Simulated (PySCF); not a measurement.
Species: CH7BPSb.
Bonds: C1–B2, B2–P3, B2–Sb4. Hydrogens: H5, H6, H7 on C1; H8, H9 on P3; H10, H11 on Sb4.

Computed, not measured: PBE0-D3(BJ)/def2-SVP geometry optimisation, gas phase, def2 core potentials past Kr (PySCF).

Task: How far are the bound atoms from Sb4?

Result: 3 atoms: H11 1.714 Å, H10 1.715 Å, B2 2.260 Å. The nearest atom not counted as bound is C1, at 3.31 Å.

Task: List the angles at Sb4.

Result: 
```json
{"angle": "B2–Sb4–H11", "degrees": "95.3", "distance of the outer atoms (Å)": "2.96"}
{"angle": "H10–Sb4–H11", "degrees": "92.5", "distance of the outer atoms (Å)": "2.48"}
{"angle": "B2–Sb4–H10", "degrees": "92.0", "distance of the outer atoms (Å)": "2.89"}
```

Task: What is the shape at Sb4?

Result: Pyramidal: angles 95.3°, 92.5° and 92.0°, sum 279.8°, 1.01 Å off the plane of its three neighbours.

Task: What are the other bond lengths?

Result: C1–B2 1.569 Å; B2–P3 1.881 Å; C1–H5, C1–H6, C1–H7 1.103 Å; P3–H8, P3–H9 1.420 Å.

Task: Give some angles away from the centre.

Result: C1–B2–P3 121.4°, C1–B2–Sb4 118.5°, P3–B2–Sb4 118.6°.

Task: What are the rotational constants (commonest isotopes, rigid rotor)?

Result: A = 4827, B = 1292, C = 1043 MHz: an asymmetric top.

Charge 0, singlet. Not checked by PBE0-D3(BJ)/def2-SVP frequencies.

Hardware: Arm Neoverse V1, one thread, shared host. Cost: 54 s of wall time, 0.45 GiB resident at most. That covers the optimisation of the geometry.

Conformer computed: `[CH3:1][B:2]([PH2:3])[SbH2:4]`: H–P3–B2–C1 146°, H–P3–B2–C1 43°.

One conformer stands for the species.
